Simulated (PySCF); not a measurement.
Computed IR spectrum (relative IR intensity) of a molecule H7NOSi2. Geometry optimised at PBE-D3(BJ)/def2-SVP. One conformer was computed; it need not be the lowest. Computed with PBE-D3(BJ)/def2-SVP in PySCF 2.14.0. Frequencies are harmonic and unscaled.

ν (cm⁻¹): 261 (vw), 303 (m), 335 (m), 536 (w), 696 (w), 715 (w), 771 (w), 831 (vw), 863 (w), 889 (vs), 909 (m), 915 (w), 920 (m), 978 (m), 1022 (s), 1490 (w), 2145 (s), 2188 (m), 2194 (s), 3506 (w), 3604 (w) (against the strongest line: vs over 80 %, s over 45 %, m over 15 %, w over 4 %, vw less)

Task: Which structure fits?
A. N[SiH2]O[SiH3]
B. N[Si@H](O)[SiH3]
C. O[SiH2]N[SiH3]
D. N[SiH2][SiH2]O

Result: A, N[SiH2]O[SiH3]
